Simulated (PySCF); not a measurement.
CH2NO, SMILES N=C=[OH+], charge +1. Heavy atoms are numbered as in [NH:1]=[C:2]=[OH+:3]. Hydrogens are named by the atom that carries them.

Geometry: PBE0-D3(BJ)/def2-TZVP. The isomer is the one that the SMILES or the coordinates give; other isomers of the formula were not compared.

Calculation: PBE0/pcSseg-2 (PySCF).

GIAO shieldings, no solvent; atoms alike by connectivity are averaged. δ = σ(ref) − σ: ¹⁵N against NH3 (σ = 263.3 ppm); ¹³C against TMS (σ = 186.1 ppm); ¹⁷O against H2O (σ = 327.8 ppm); ¹H against TMS (σ = 31.54 ppm), references at their B3LYP-D3(BJ)/def2-TZVP geometries, non-relativistic.

**Question.** Estimate the chemical shifts. (An estimate is asked for; the answer gives what the named calculation found.)

**Answer.** 
| nucleus | atoms | count | δ (ppm) |
|---|---|---|---|
| ¹⁵N | N1 (NH) | 1 | 88.8 |
| ¹³C | C2 | 1 | 103.5 |
| ¹⁷O | O3 (OH) | 1 | 42.5 |
| ¹H | H on O3 | 1 | 7.45 |
| ¹H | H on N1 | 1 | 6.22 |
